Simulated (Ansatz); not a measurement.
CH₇ClOSi₂, SMILES [Si@@H](O)([SiH2]C)Cl.

Geometry: ωB97X-D3(BJ)/def2-SVP. The structure was generated by enumeration; whether it is a known compound was not checked. One conformer was computed; it need not be the lowest.

Two levels are set side by side: PBE/def2-TZVPD (Ansatz, an electronic-structure program) and CAM-B3LYP/def2-TZVPD (Ansatz). Energy differences of separate SCF runs at the same geometry; the states with an electron removed or added have multiplicity 2 and 2. Differences are taken from unrounded values.

```tsv
quantity	CAM-B3LYP
vertical ionisation energy (eV)	10.01
vertical singlet–triplet gap (eV)	5.95
```

What does PBE give, and how far is it from CAM-B3LYP? (An estimate is asked for; the answer gives what the named calculation found.)


```json
[
 {"quantity": "vertical ionisation energy (eV)", "PBE": "9.45", "PBE minus CAM-B3LYP": "-0.56"},
 {"quantity": "vertical singlet–triplet gap (eV)", "PBE": "5.23", "PBE minus CAM-B3LYP": "-0.72"}
]
```
